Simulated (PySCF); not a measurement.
PySCF job for C2H8FNSi2, SMILES C=C[Si@@H](F)N[SiH3], B3LYP-D3(BJ)/def2-SVP. Geometry: B3LYP-D3(BJ)/def2-SVP. The structure was generated by enumeration; whether it is a known compound was not checked. Other conformers were not sampled.

```python
import numpy as np
from pyscf import gto, scf, dft, df
from pyscf.hessian import thermo

mol = gto.M(
    atom='''
    C     2.07543877   -0.10660346    1.21516970
    C     1.83347314    0.31544191   -0.03401715
    Si    0.17766223    0.95579956   -0.58778091
    F     0.01583073    0.50883310   -2.15264419
    N    -1.08470862    0.31006513    0.39606051
    Si   -1.38035655   -1.35518547    0.85634080
    H     1.29402345   -0.10825195    1.98365712
    H     3.06019043   -0.46971537    1.53009848
    H     2.65798090    0.29709846   -0.75915746
    H     0.05629138    2.43609160   -0.57132884
    H    -1.83275299    0.96463373    0.61608099
    H    -1.13414818   -1.59162984    2.31129518
    H    -0.46623612   -2.22401946    0.06939250
    H    -2.80061605   -1.71578904    0.57458257
    ''',
    basis='def2-SVP',
    charge=0,
    spin=0,
    max_memory=1600,
    verbose=3,
)
mf = dft.RKS(mol, xc='b3lyp').density_fit(auxbasis='def2-universal-jkfit')
mf.disp = 'd3bj'
mf.grids.level = 3
mf.conv_tol = 1e-11
mf.max_cycle = 100
mf.kernel()

# [left out here: the lines that compute and print the analytic Hessian (its translational invariance restored by hand, since the grid's response is missing), thermochemistry and intensities]
```

It prints:

```
converged SCF energy = -814.396389603335

WARN: DFTD3 does not support analytical Hessian, using finite difference


WARN: Mole.unit (angstrom) is changed to Bohr

Mode                                 0                   1                   2
Irrep
Freq [cm^-1]                       51.7982             84.7430             98.7109
Reduced mass [au]                   2.8704              1.4124              2.0857
Force const [Dyne/A]                0.0045              0.0060              0.0120
Char temp [K]                      74.5261            121.9263            142.0229
Normal mode                   x     y     z       x     y     z       x     y     z
       0   C                 0.06  0.02 -0.03    0.01 -0.06 -0.04   -0.05 -0.12 -0.04
       1   C                 0.04  0.08 -0.01    0.00  0.03 -0.01    0.01  0.12  0.03
       2  Si                 0.01 -0.00  0.02   -0.01  0.00 -0.01   -0.01  0.03 -0.01
       3   F                -0.04 -0.09  0.05    0.03  0.05 -0.03    0.04 -0.05  0.01
       4   N                 0.04  0.02  0.08   -0.02 -0.03 -0.04   -0.01  0.00 -0.01
       5  Si                -0.05  0.00 -0.06   -0.01 -0.00  0.06    0.01  0.01  0.02
       6   H                 0.05 -0.07 -0.04    0.00 -0.15 -0.04   -0.11 -0.36 -0.10
       7   H                 0.08  0.07 -0.04    0.02 -0.05 -0.06   -0.04 -0.09 -0.04
       8   H                 0.05  0.17 -0.00    0.01  0.11  0.00    0.07  0.36  0.09
       9   H                -0.02 -0.00 -0.05   -0.03 -0.00  0.03   -0.08  0.02 -0.07
      10   H                 0.09  0.06  0.15   -0.04 -0.04 -0.10   -0.00  0.00  0.00
      11   H                -0.30 -0.05 -0.03   -0.40  0.21  0.16    0.21 -0.02 -0.02
      12   H                 0.10  0.06  0.05    0.30 -0.00  0.42   -0.12 -0.02 -0.11
      13   H                 0.00 -0.02 -0.32    0.11 -0.19 -0.30   -0.04  0.07  0.21
Mode                                 3                   4                   5
Irrep
Freq [cm^-1]                      123.5349            188.2246            261.9470
Reduced mass [au]                   3.3415              3.5262              3.6621
Force const [Dyne/A]                0.0300              0.0736              0.1480
Char temp [K]                     177.7393            270.8134            376.8835
Normal mode                   x     y     z       x     y     z       x     y     z
       0   C                 0.11  0.06 -0.03   -0.11  0.03  0.03    0.07 -0.02  0.06
       1   C                 0.04  0.05 -0.02    0.05  0.03 -0.01    0.05  0.01  0.07
       2  Si                 0.00 -0.02  0.01    0.05 -0.01 -0.04    0.04 -0.04 -0.00
       3   F                 0.06  0.04 -0.01   -0.06  0.05 -0.05   -0.13  0.02  0.00
       4   N                -0.01 -0.06 -0.04    0.12 -0.04  0.04   -0.05  0.00 -0.09
       5  Si                -0.10 -0.03  0.03   -0.03 -0.03  0.03    0.01  0.02 -0.01
       6   H                 0.14  0.00 -0.00   -0.23 -0.01 -0.09    0.05 -0.20  0.04
       7   H                 0.15  0.12 -0.07   -0.14  0.07  0.17    0.12  0.14  0.07
       8   H                 0.02  0.10 -0.05    0.14  0.09  0.10    0.10  0.19  0.12
       9   H                -0.05 -0.02  0.06    0.02 -0.02  0.00    0.15 -0.03  0.02
      10   H                 0.01 -0.03 -0.03    0.16 -0.01  0.11   -0.08 -0.01 -0.19
      11   H                 0.05 -0.03  0.01   -0.07 -0.04  0.03    0.06  0.08 -0.01
      12   H                -0.27 -0.13 -0.05   -0.09 -0.11  0.04    0.02  0.01  0.00
      13   H                -0.16  0.11  0.21   -0.05  0.09  0.01    0.01 -0.03  0.04
Mode                                 6                   7                   8
Irrep
Freq [cm^-1]                      328.4760            371.3201            422.8929
Reduced mass [au]                   2.4098              1.9336              1.9389
Force const [Dyne/A]                0.1532              0.1571              0.2043
Char temp [K]                     472.6038            534.2469            608.4488
Normal mode                   x     y     z       x     y     z       x     y     z
       0   C                 0.03 -0.00  0.03    0.06 -0.03  0.04    0.06 -0.04  0.06
       1   C                -0.03 -0.02  0.03   -0.05  0.01  0.07   -0.03  0.01  0.08
       2  Si                -0.04 -0.08 -0.02   -0.03  0.01 -0.04   -0.01  0.07 -0.05
       3   F                 0.04  0.05 -0.07   -0.00  0.01 -0.06   -0.03 -0.02 -0.02
       4   N                -0.03  0.04  0.07    0.08  0.02  0.10    0.03 -0.04 -0.06
       5  Si                 0.01  0.02 -0.00    0.00 -0.01  0.00   -0.01 -0.02  0.01
       6   H                 0.02 -0.20  0.01    0.15 -0.05  0.14    0.17  0.05  0.17
       7   H                 0.11  0.21  0.03    0.09 -0.05 -0.09    0.06 -0.17 -0.10
       8   H                 0.01  0.18  0.07   -0.08 -0.01  0.04   -0.07 -0.15  0.04
       9   H                 0.02 -0.07  0.01   -0.06  0.01 -0.15   -0.05  0.06 -0.06
[...]
       6   H                 0.01 -0.00  0.02    0.17 -0.13  0.33   -0.39  0.22 -0.41
       7   H                 0.00 -0.00 -0.03    0.02  0.04 -0.16    0.20  0.12 -0.62
       8   H                -0.00  0.01 -0.01   -0.35  0.28 -0.57   -0.10  0.05 -0.07
       9   H                -0.10 -0.03  0.05    0.02  0.01  0.02    0.00  0.01  0.01
      10   H                -0.39 -0.57  0.36    0.02  0.03 -0.01    0.01  0.01 -0.01
      11   H                 0.02 -0.06 -0.01    0.00  0.01  0.00   -0.00 -0.01 -0.00
      12   H                 0.04  0.08 -0.03    0.00  0.00 -0.00   -0.00 -0.00  0.00
      13   H                 0.01 -0.10  0.01   -0.00  0.01 -0.01    0.00 -0.00  0.00
Mode                                27                  28                  29
Irrep
Freq [cm^-1]                     1669.4494           2200.6736           2219.2652
Reduced mass [au]                   4.5390              1.0461              1.0337
Force const [Dyne/A]                7.4535              2.9851              2.9995
Char temp [K]                    2401.9660           3166.2793           3193.0286
Normal mode                   x     y     z       x     y     z       x     y     z
       0   C                -0.04  0.06 -0.17    0.00 -0.00 -0.00   -0.00 -0.00 -0.00
       1   C                 0.06 -0.06  0.17    0.00 -0.00  0.00   -0.00 -0.00  0.00
       2  Si                -0.00  0.00 -0.00   -0.00  0.00  0.00    0.00 -0.00 -0.00
       3   F                -0.00  0.00 -0.00    0.00  0.00 -0.00   -0.00 -0.00  0.00
       4   N                 0.00 -0.00  0.00    0.00  0.00 -0.00   -0.00 -0.00  0.00
       5  Si                -0.00 -0.00 -0.00   -0.01  0.00 -0.03   -0.03 -0.01  0.00
       6   H                 0.24 -0.09  0.09    0.00  0.00 -0.00    0.00 -0.00  0.00
       7   H                -0.19  0.01  0.16   -0.00 -0.00  0.00    0.00 -0.00  0.00
       8   H                -0.12  0.04 -0.01    0.00 -0.00  0.00   -0.00  0.00 -0.00
       9   H                -0.01  0.00  0.01    0.00 -0.02 -0.00   -0.01  0.06  0.00
      10   H                 0.01  0.01 -0.00   -0.00  0.00 -0.00   -0.00 -0.00  0.00
      11   H                 0.00  0.00 -0.00    0.15 -0.14  0.92   -0.06  0.04 -0.26
      12   H                 0.00 -0.00 -0.00   -0.03  0.02  0.00   -0.04  0.03  0.02
      13   H                -0.00  0.00  0.00    0.25  0.06  0.03    0.90  0.22  0.19
Mode                                30                  31                  32
Irrep
Freq [cm^-1]                     2251.8672           2254.2522           3115.2669
Reduced mass [au]                   1.0411              1.0408              1.0587
Force const [Dyne/A]                3.1104              3.1163              6.0538
Char temp [K]                    3239.9356           3243.3671           4482.1755
Normal mode                   x     y     z       x     y     z       x     y     z
       0   C                -0.00  0.00  0.00   -0.00  0.00 -0.00    0.01 -0.02  0.06
       1   C                 0.00  0.00  0.00    0.00  0.00  0.00   -0.02  0.00  0.01
       2  Si                -0.00  0.03  0.00    0.00  0.00 -0.00   -0.00 -0.00  0.00
       3   F                -0.00  0.00  0.00   -0.00  0.00  0.00    0.00 -0.00 -0.00
       4   N                -0.00  0.00 -0.00   -0.00 -0.00  0.00    0.00  0.00 -0.00
       5  Si                -0.00 -0.00  0.00    0.02 -0.02 -0.02    0.00 -0.00  0.00
       6   H                -0.00  0.00  0.00    0.00 -0.00  0.00    0.46 -0.00 -0.44
       7   H                 0.00 -0.00 -0.00   -0.00 -0.00  0.00   -0.61  0.22 -0.18
       8   H                -0.00  0.00 -0.01   -0.00  0.00 -0.00    0.21 -0.01 -0.19
       9   H                 0.08 -0.97 -0.01    0.00 -0.06  0.00    0.00 -0.00 -0.00
      10   H                 0.00  0.00 -0.00   -0.00 -0.00 -0.00   -0.00  0.00 -0.00
      11   H                -0.01  0.01 -0.03    0.01 -0.00 -0.03   -0.00  0.00 -0.00
      12   H                 0.03 -0.03 -0.03   -0.60  0.57  0.52   -0.00  0.00  0.00
      13   H                 0.05  0.01  0.01   -0.04 -0.02 -0.02   -0.00  0.00 -0.00
Mode                                33                  34                  35
Irrep
Freq [cm^-1]                     3133.6389           3206.3826           3577.0237
Reduced mass [au]                   1.0916              1.1167              1.0748
Force const [Dyne/A]                6.3154              6.7643              8.1028
Char temp [K]                    4508.6087           4613.2707           5146.5407
Normal mode                   x     y     z       x     y     z       x     y     z
       0   C                 0.00  0.01 -0.03   -0.09  0.02  0.02   -0.00  0.00  0.00
       1   C                -0.06 -0.00  0.06   -0.01  0.00  0.01    0.00 -0.00  0.00
       2  Si                 0.00 -0.00  0.00    0.00 -0.00  0.00    0.00  0.00 -0.00
       3   F                -0.00 -0.00 -0.00    0.00 -0.00 -0.00    0.00  0.00 -0.00
       4   N                 0.00 -0.00  0.00    0.00 -0.00 -0.00   -0.05  0.04  0.02
       5  Si                 0.00  0.00 -0.00    0.00  0.00  0.00   -0.00 -0.00  0.00
       6   H                -0.20  0.00  0.19    0.47  0.00 -0.46    0.00  0.00 -0.00
       7   H                 0.11 -0.04  0.03    0.60 -0.22  0.19    0.00 -0.00  0.00
       8   H                 0.68 -0.02 -0.60    0.08 -0.00 -0.07    0.00 -0.00 -0.00
       9   H                -0.00  0.00 -0.00    0.00  0.00 -0.00    0.00 -0.00 -0.00
      10   H                -0.00  0.00  0.00   -0.00  0.00  0.00    0.71 -0.62 -0.21
      11   H                 0.00 -0.00  0.00   -0.00 -0.00 -0.00   -0.00 -0.00  0.00
      12   H                 0.00 -0.00 -0.00   -0.00 -0.00 -0.00    0.00 -0.00 -0.00
      13   H                -0.00 -0.00  0.00   -0.00 -0.00 -0.00    0.00 -0.00  0.00
temperature 298.1500 [K]
pressure 101325.00 [Pa]
Rotational constants [GHz] 2.58643 1.75970 1.22434
Symmetry number 1
Zero-point energy (ZPE) 0.09632 [Eh]   252875.684 [J/mol]
                           tot       elec      trans        rot        vib
Entropy [J/mol/K]       393.501      0.000    168.584    119.021    105.896
Cv [J/mol/K]            131.504      0.000     12.472     12.472    106.560
Cp [J/mol/K]            139.818      0.000     20.786     12.472    106.560
Internal energy [J/mol]                      3718.434   3718.434 269293.384
Internal energy [Eh]   -814.29099  -814.39639
Enthalpy [J/mol]                             6197.391   3718.434 269293.384
Enthalpy [Eh]          -814.29004
Gibbs free energy [J/mol]                  -44066.033 -31767.619 237720.399
Gibbs free energy [Eh] -814.33473
mode   freq/cm-1   IR/(km/mol)
   1       51.80         0.628
   2       84.74         0.671
   3       98.71         0.390
   4      123.53         0.591
   5      188.22         1.866
   6      261.95         5.487
   7      328.48         9.374
   8      371.32        34.788
   9      422.89        20.039
  10      541.63        24.906
  11      595.67         7.612
  12      692.78         8.437
  13      717.31        58.920
  14      742.13        49.660
  15      839.46        23.586
  16      867.67       305.123
  17      904.75       110.692
  18      936.92       165.218
  19      941.03       310.869
  20      972.41        90.547
  21     1000.52        89.103
  22     1002.31        10.331
  23     1021.63        45.860
  24     1043.51        17.219
  25     1200.50       161.750
  26     1276.80         3.369
  27     1421.00        19.660
  28     1669.45        11.149
  29     2200.67       138.373
  30     2219.27       138.325
  31     2251.87       157.359
  32     2254.25        70.620
  33     3115.27        10.935
  34     3133.64         2.700
  35     3206.38         9.918
  36     3577.02        40.650
max |gradient| / (hartree/bohr): 8.59265880900488e-05
APT charges: [-0.0072 -0.4134  1.793  -0.6672 -1.1351  1.3032  0.0326  0.0302  0.025
 -0.3161  0.1753 -0.2948 -0.2436 -0.2819]
```

Self-consistency was reached.

Cost: very roughly 10 core-minutes.
